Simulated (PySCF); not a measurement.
Bond length, frequency and bond energy of CaBi⁺ by level of theory

State: ³Σ⁻ (triplet), unpaired electrons π ↑↑. Set-up: Ca def2-SVP, Bi def2-SVP with ECP60; scalar-relativistic core potentials (PySCF 2.14). De refers to Ca⁺ + Bi in their high-spin ground configurations, without counterpoise correction. The functionals are run spin-unrestricted. A positive dipole points towards Bi; it is taken about the centre of mass and depends on that origin.

```
       Level  Re (Å)  ωe (cm⁻¹)  De (eV)   μ (D)
        ROHF   3.142        178      n/a  -15.35
    ROHF-MP2   3.152        172      n/a     n/a
ROHF-SCS-MP2   3.172        166      n/a     n/a
   ROHF-CCSD   3.214        149      n/a     n/a
ROHF-CCSD(T)   3.224        146      n/a     n/a
         LDA   2.985        205      n/a  -12.13
         PBE   3.046        191      n/a  -12.26
      r²SCAN   3.043        195      n/a  -13.36
       TPSSh   3.039        195      n/a  -13.14
        PBE0   3.044        190      n/a  -13.13
   CAM-B3LYP   3.036        193      n/a  -13.38
      B2PLYP   3.094        183      n/a  -13.41
```

Problem. What does the triples do here, going from ROHF-CCSD to ROHF-CCSD(T)?

Solution. ROHF-CCSD(T) less ROHF-CCSD: +1.0 pm in Re, -2.0 % in ωe. Correlation nearly always deepens the well. The bond lengthens, as in strong covalent bonds, where excitations into antibonding orbitals dominate.

Problem. What does all correlation do here, going from ROHF to ROHF-CCSD(T)?

Solution. ROHF-CCSD(T) less ROHF: +8.2 pm in Re, -18.0 % in ωe. Correlation nearly always deepens the well. The bond lengthens, as in strong covalent bonds, where excitations into antibonding orbitals dominate.

Correlated steps freeze 9 core orbitals. These are scalar-relativistic numbers at best; spin–orbit coupling would shift them, the dissociation energy most. B2PLYP dipoles, levels and charges come from its SCF part alone. UHF is strongly spin-contaminated for CaBi⁺, so the ROHF reference used there is far from stable. The state was picked by a PBE0 search and need not be the measured ground state.

The whole job (state search and all levels along the bond) took about 2.5 min on 1 thread of Oxide Virtual Turin-like (shared host), peak memory 0.58 GiB.
